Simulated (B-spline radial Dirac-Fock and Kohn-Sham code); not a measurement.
The computed values come from a B-spline atomic structure program: the Dirac equation of a negative muon with reduced mass in the field of a spherical finite nucleus, with the Uehling potential to all orders; nuclear polarisation, deformation, hyperfine structure, self-energy, higher-order vacuum polarisation, relativistic recoil and electron screening are left out. The nuclear charge is a uniformly charged sphere.

Question: A muonic atom of atomic mass 57.94 u emits these computed lines: 2p3/2 → 1s1/2 1431 keV, 3d5/2 → 2p3/2 308.4 keV, 4f7/2 → 3d5/2 107.6 keV, 5g9/2 → 4f7/2 49.68 keV. Which element is it, and what rms charge radius was used?

Answer: Nickel (Z = 28, nuclide ⁵⁸Ni); the high transitions hardly feel the nucleus and fix Z. The 2p → 1s line lies 242.2 keV below the value for a point nucleus without QED, which for this nuclear model gives a radius near 3.78 fm (3.7757 fm was used).
